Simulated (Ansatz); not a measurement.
```yaml
crystal:
  periodic: [false, false, false]
  atoms:
    - {symbol: Cd, position_ang: [-1.362323, 1.331449, -0.958513]}
    - {symbol: Cd, position_ang: [1.914972, -0.369347, -0.862713]}
    - {symbol: Cd, position_ang: [-0.552649, -0.962102, 1.821226]}
basis:
  gaussian: {orbitals: def2-TZVP}
total_charge: -1
magnetization: {spin_polarized: false, initial_magnetization: 3}
hamiltonian: {xc: {name: BLYP}}
scf: {omitted_lower_state_checks: [starts]}
output: {forces: true}
```

```sh
$ ansatz run in.yaml --threads 4 --pin off --events-out ev --progress --plain --max-ram 3916MiB
```

It prints (some lines left out):

```
Functional definition: BLYP
1107 factors; their error is unknown
mean field evaluation 1: about -13689.2676 eV, gradient 3.4e1 eV
mean field evaluation 2: about -13681.7557 eV, gradient 5.8e1 eV
mean field evaluation 4: about -13690.2751 eV, gradient 1.0e1 eV
mean field evaluation 8: about -13691.0310 eV, gradient 5.3e0 eV
mean field evaluation 16: about -13691.3539 eV, gradient 9.9e-2 eV
mean field evaluation 32: about -13691.3542 eV, gradient 7.2e-9 eV
mean field -13691.35419635 eV, -503.1479863827 hartree, gradient 7.2e-9 eV, S^2 3.750000; 0 other end points of the search recorded, 0 dependent functions left out
reference -13691.35446411 eV, -503.1479962227 hartree; 32, 29 occupied and 88, 91 virtual orbitals, 1107 factors
Total energy: -13691.35446411 eV, -503.1479962227 hartree
Atom 0 at    -1.362323     1.331449    -0.958513 Å, force     0.401799    -0.164188    -0.053474 eV/Å
Atom 1 at     1.914972    -0.369347    -0.862713 Å, force    -0.735031     0.143018     0.329299 eV/Å
Atom 2 at    -0.552649    -0.962102     1.821226 Å, force     0.333232     0.021170    -0.275824 eV/Å
Dipole moment:    -0.027988     0.005591     0.012325 e Å
Checks for a lower state left out: starts
```

Hardware: 4 threads of Arm Neoverse V1 on a shared host. Wall time 7.5 s.

In the def2 sets Cd takes a core potential; there is no spin–orbit coupling. The highest occupied level of an anion often lies above zero with these methods, and sets without diffuse functions describe the outer electron poorly.

With spin_polarized false and unpaired electrons the run is restricted open-shell.

The dipole of an ion depends on the origin.
